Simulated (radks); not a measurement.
Effect of the nuclear size on neutral antimony, [Kr] 4d10 5s2 5p3. Calculated with a radial shooting solver on a logarithmic mesh with Libxc functionals: Dirac Kohn-Sham, LDA (Slater exchange, Perdew-Wang correlation), spin-unpolarised, spherical densities, finite nucleus; open shells are shared between the two j in proportion to 2j + 1; Fermi nuclear charge, rms radius 4.6802 fm. The rms radius is varied about that value; shifts are against it.

rms radius (fm)	total energy shift (eV)	density at nucleus (e/bohr^3)	1s1/2 shift (meV)	2s1/2 shift (meV)	4p1/2 shift (meV)	5s1/2 shift (meV)
3.9126	-1.40	2.141e+05	-587	-67.7	0.212	-0.271
4.4649	-0.414	2.096e+05	-173	-20.0	0.063	-0.080
4.6802	0	2.081e+05	0.000	0.000	0.000	0.000
4.8814	0.401	2.067e+05	168	19.4	-0.061	0.078
5.1716	1.01	2.048e+05	422	48.6	-0.152	0.195

Slopes of the eigenvalues against <r^2> in GHz/fm^2, as finite differences over the two radii next to the reference (eigenvalue slopes, not the field-shift constants of lines): 1s1/2 21200, 2s1/2 2450, 4p1/2 -7.65, 5s1/2 9.82.
